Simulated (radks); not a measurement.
Values are calculated unless marked as measured or tabulated.
Charge is removed step by step from the 4s1/2 level of Zn, starting from [Ar] 3d10 4s2. Code: a radial shooting solver on a logarithmic mesh with Libxc functionals. Model: Dirac Kohn-Sham, PBE, spin-unpolarised, spherical densities, point nucleus.

removed (e)	E - E(0) (eV)	eigenvalue (eV)	E minus straight line (eV)
0	0.000	-5.978	0.000
0.1	0.635	-6.724	-0.354
0.2	1.345	-7.483	-0.633
0.3	2.132	-8.256	-0.835
0.4	2.997	-9.042	-0.959
0.5	3.941	-9.840	-1.004
0.6	4.965	-10.649	-0.968
0.7	6.071	-11.470	-0.851
0.8	7.260	-12.302	-0.651
0.9	8.532	-13.144	-0.368
1	9.889	-13.997	0.000

Removing the whole electron costs 9.889 eV by Delta-SCF, against 5.978 eV from minus the eigenvalue at the starting occupation. Slater's transition state (half an electron removed) gives 9.840 eV. Integrating minus the eigenvalue over the occupation (Janak's theorem) gives 9.889 eV. The mean slope of the eigenvalue, de/dn, is 8.02 eV per electron. Ionisation energy of Zn in the NIST Atomic Spectra Database: 9.394 eV (measured).

Beside tabulated values, note that spin-unpolarised runs miss the spin-polarisation part of the exchange energy of open shells.
